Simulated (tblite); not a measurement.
Task: Give a GFN2-xTB geometry of `CO[C@@H](C(C)=O)[Si@H](F)OC`.

Result: 
```
atom  x, y, z in Å
C1    -2.1378   -1.3235    0.8491
O2    -1.5500   -0.0965    0.5020
C3    -0.8889   -0.1099   -0.7482
C4    -0.6530    1.2861   -1.2556
C5    -0.7855    2.3654   -0.2275
O6    -0.3261    1.4792   -2.4044
Si7    0.8551   -0.9118   -0.7168
F8     0.7592   -2.4674   -0.2650
O9     1.6212   -0.0919    0.4293
C10    2.8784   -0.3111    1.0215
H11   -2.8676   -1.6400    0.0926
H12   -2.6483   -1.1581    1.7966
H13   -1.3944   -2.1166    0.9711
H14   -1.4915   -0.6467   -1.4927
H15   -0.1451    2.1189    0.6156
H16   -0.5171    3.3303   -0.6480
H17   -1.8099    2.3824    0.1375
H18    1.4848   -0.9928   -2.0180
H19    2.9686    0.3717    1.8659
H20    2.9658   -1.3411    1.3687
H21    3.6733   -0.1097    0.3021
```

Any rigid rotation of these coordinates is as good. Atoms count from 1 in this order. The C–O distances run from 1.210 Å (C4=O6, drawn double) to 1.414 Å (O2–C3, drawn single), a spread of 0.204 Å. Of the pairs four or more bonds apart, O2···H17 is among the closest relative to their van der Waals radii: 2.52 Å, 93 % of the sum of Bondi's values. Si7 (fluorine-bound silicon) is distorted tetrahedral (angles from 102.8° to 117.6°).

Bonds between heavy atoms (Å): C1–O2 1.404, O2–C3 1.414, C3–C4 1.504, C4–C5 1.496, C4=O6 1.210, C3–Si7 1.920, Si7–F8 1.623, Si7–O9 1.604, O9–C10 1.407.

Computed geometry: GFN2-xTB, gas phase.

Point group: C1 (no symmetry element, even within 0.4 Å). Its lowest GFN2-xTB frequency is 9 cm⁻¹, too small to tell a flat minimum from a shallow saddle. One conformer, not necessarily the lowest (C1–O2–C3–C4 163°, O2–C3–C4–C5 17°, O2–C3–Si7–F8 61°, C3–Si7–O9–C10 172°).
